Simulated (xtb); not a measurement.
B(Br)(OH)(OMe) (CH4BBrO2), SMILES COB(O)Br. All values are semi-empirical tight-binding results from xtb (GFN2-xTB unless named), good for trends rather than for accurate numbers. Geometry optimised at GFN2-xTB. The structure was generated by enumeration, and PubChem lists no compound with its InChIKey, so it may never have been made. Other conformers were not sampled.

```
Property                                       Result
--------------------------------------  -------------
point group as xtb finds it                        Cs
orbital gap                                   6.28 eV
zero-point energy                       37.5 kcal/mol
G − E(el) at 298.15 K (modified RRHO)   17.7 kcal/mol
static polarisability (D4 model)           56.9 bohr³
solvation energy, GFN2-xTB/ALPB(water)  -5.5 kcal/mol
solvation energy, GFN2-xTB/ALPB(thf)    -9.1 kcal/mol
```
